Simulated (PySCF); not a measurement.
**A small calculation by hand: chemical shift, span and skew from a shielding tensor**

C2H4N2OSi, SMILES O[SiH]1N=CC=N1. Atoms are numbered in the order given.

```xyz
10

O      2.0650     0.5197     0.0000
Si     0.7094    -0.4204     0.0000
N     -0.4380    -0.0783     1.3445
C     -1.5423     0.1935     0.7683
C     -1.5423     0.1935    -0.7683
N     -0.4380    -0.0783    -1.3445
H      1.9621     1.4787     0.0000
H      1.1622    -1.8241     0.0000
H     -2.4681     0.4235     1.3250
H     -2.4681     0.4235    -1.3250
```

Coordinates come from a B3LYP-D3(BJ)/def2-SVP optimisation. The structure was generated by enumeration, and PubChem lists no compound with its InChIKey, so it may never have been made. The values are those of a single conformer.

GIAO shieldings from HF/pcSseg-1 in PySCF, non-relativistic, no solvent. The symmetric part of the tensor of N3 has the principal values -543.2, -234.3, 303.7 ppm. The same nucleus in NH3 has σ = 267.3 ppm at this level (PySCF, at its B3LYP-D3(BJ)/def2-TZVP geometry).

Task: Work out the isotropic shielding, the ¹⁵N shift against NH3, the span and the skew.

Result: 
σ(iso) = (σ11 + σ22 + σ33)/3 = -157.9 ppm. δ = σ(ref) − σ(iso) = 267.3 − (-157.9) = 425.2 ppm.
Span Ω = σ33 − σ11 = 846.9 ppm. Skew κ = 3(σ(iso) − σ22)/Ω = 0.27. Tumbling in solution averages the tensor to δ; in a static solid the shielding alone would spread this spin-1/2 line over Ω.
